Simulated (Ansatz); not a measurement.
`CC(O)([SiH3])Cl` + `O[AsH2]` → `[SiH3]O[AsH2]` + `CC(O)Cl` at 700 K and 1 bar (ligand exchange at the Si–C bond).

Isolated molecules relaxed with PBE0-D4/def2-TZVP in Ansatz; ΔE leaves out vibrations. CCSD(T)/CBS adds triple-zeta CCSD(T) − MP2 to the extrapolated MP2 energy (def2 sets, frozen cores). For As outer-core shells are correlated without core-valence functions, which leaves a few kJ/mol of doubt a bond. Scalar relativity is left out up to krypton. One conformer a species, not always the lowest.

| species | CCSD(T)/CBS energy (Eh) | H − E (kJ/mol) | S (J/(mol·K)) |
| --- | --- | --- | --- |
| `CC(O)([SiH3])Cl` | -904.34029 | 310.4 | 479.1 |
| `O[AsH2]` | -2311.97217 | 115.9 | 321.3 |
| `[SiH3]O[AsH2]` | -2602.28728 | 180.9 | 430.4 |
| `CC(O)Cl` | -614.06791 | 246.2 | 385.3 |

H − E and S are ideal-gas, rigid-rotor, harmonic terms from PBE0-D4/def2-TZVP, for one conformer and one mirror image of each species. 1 Eh = 2625.50 kJ/mol, R = 8.31446 J/(mol·K).

Question: By hand: ΔE, ΔH, ΔS and ΔG.

Answer: ΔE = (-2602.28728) + (-614.06791) − (-904.34029) − (-2311.97217) = -0.04273 Eh = -112.2 kJ/mol. Δ(H − E) = 180.9 + 246.2 − 310.4 − 115.9 = 0.8, so ΔH = -111.4 kJ/mol. ΔS = 430.4 + 385.3 − 479.1 − 321.3 = 15.3 J/(mol·K). ΔG = -111.4 − 700 × (15.3)/1000 = -122.1 kJ/mol.

Question: By hand: the equilibrium constant, and the temperature at which ΔG would vanish if ΔH and ΔS stayed fixed.

Answer: log₁₀ K = −ΔG/(RT ln 10) = 9.1. ΔH and −TΔS have one sign here, so there is no such temperature.

ΔH outweighs TΔS. A doubt of 5 kJ/mol in ΔE shifts log₁₀ K by 0.4 here. Other conformers and mirror images would add mixing entropy, several J/(mol·K) or more a flexible species. Modes under 60 cm⁻¹, often nearly free rotors, make the harmonic entropy too high. These are equilibria of isolated gas molecules and say nothing of rates. Largest T1 diagnostic: 0.012 (customary marks: 0.02 for closed shells, 0.045 for open ones).
